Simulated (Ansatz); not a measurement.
Cost and result for the atomization energy of C3H6BN, SMILES `BNC=C=C` (11 atoms, 10 bonds).

```xyz
11

B    -0.864    0.320   -2.183
N    -0.119    0.386   -1.008
C    -0.342   -0.364    0.151
C     0.369   -0.288    1.244
C     1.067   -0.223    2.338
H    -0.552    1.026   -3.095
H    -1.786   -0.440   -2.234
H     0.665    1.019   -0.939
H    -1.183   -1.048    0.089
H     1.936   -0.857    2.498
H     0.810    0.468    3.138
```

The species carries charge 0 and has multiplicity 1. All single points use the PBE0-D4/def2-TZVP geometry. It is one conformer, not always the lowest. Program: Ansatz. All runs use 2 threads of an Arm Neoverse V2 on a shared host. Times are those of one run each, without the atoms' runs, and a repeat can differ threefold. Electronic energies, without spin–orbit coupling; frozen cores. CCSD(T)/CBS adds CCSD(T) − MP2 in def2-TZVPP to the MP2 limit, and its time is that of the two runs behind it. T1 = 0.014. B3LYP takes the VWN-RPA correlation (the form of Gaussian; ORCA's B3LYP/G).

CCSD(T)/CBS is a level of theory with its own doubt, some kJ/mol a heavy atom from the limit and from the frozen cores, so smaller differences don't rank the functionals.

| level | functions | wall time |
| --- | --- | --- |
| revPBE-D4/def2-TZVPP | 239 | 3 s |
| BLYP-D4/def2-TZVPP | 239 | 3 s |
| PBE-D4/def2-TZVPP (with forces) | 239 | 3.7 s |
| CAM-B3LYP-D4/def2-TZVPP | 239 | 4.1 s |
| B3LYP-D4/def2-TZVPP (with forces) | 239 | 6 s |
| CCSD(T)/def2-SVP | 100 | 7 s |
| PBE-QIDH/def2-TZVPP | 239 | 7.5 s |
| ωB97X-V/def2-TZVPP | 239 | 10 s |
| B97M-V/def2-TZVPP | 239 | 13 s |
| ωB97M-V/def2-TZVPP (with forces) | 239 | 15 s |
| MP2/def2-QZVPP | 465 | 34 s |
| CCSD(T)/def2-TZVPP | 239 | 9.9 min |
| CCSD(T)/CBS(def2) | – | 11 min |

What atomization energy does each give, and how far from CCSD(T)/CBS? (Estimate.)

Ansatz gave: 
```tsv
level	atomization (kcal/mol)	difference from CCSD(T)/CBS	per bond
revPBE-D4/def2-TZVPP	1087.3	12.6	1.3
BLYP-D4/def2-TZVPP	1091.2	16.5	1.7
PBE-D4/def2-TZVPP (with forces)	1116.0	41.3	4.1
CAM-B3LYP-D4/def2-TZVPP	1090.0	15.3	1.5
B3LYP-D4/def2-TZVPP (with forces)	1088.8	14.1	1.4
CCSD(T)/def2-SVP	1031.1	-43.6	-4.4
PBE-QIDH/def2-TZVPP	1076.3	1.6	0.2
ωB97X-V/def2-TZVPP	1080.3	5.6	0.6
B97M-V/def2-TZVPP	1084.4	9.7	1.0
ωB97M-V/def2-TZVPP (with forces)	1085.0	10.3	1.0
MP2/def2-QZVPP	1083.3	8.6	0.9
CCSD(T)/def2-TZVPP	1048.2	-26.5	-2.6
CCSD(T)/CBS(def2)	1074.7	0.0	0.0
```

From r2SCAN to r2SCAN0 (25 % exact exchange), in def2-TZVPP and without D4, the atomization energy moves by −18.1 kcal/mol: exact exchange takes away binding that semilocal exchange gives to molecules. The D4 term adds +6.7 kcal/mol with B3LYP and +3.5 kcal/mol with PBE0; it sums over pairs of atoms, weighted by their polarisabilities, and B3LYP, whose exchange is more repulsive, gets the larger term. In def2-TZVPP, CCSD(T) changes the Hartree–Fock value by +258.5 kcal/mol (the triples alone add +17.8 kcal/mol) and MP2 by +277.9 kcal/mol; breaking electron pairs costs correlation energy, which Hartree–Fock lacks.
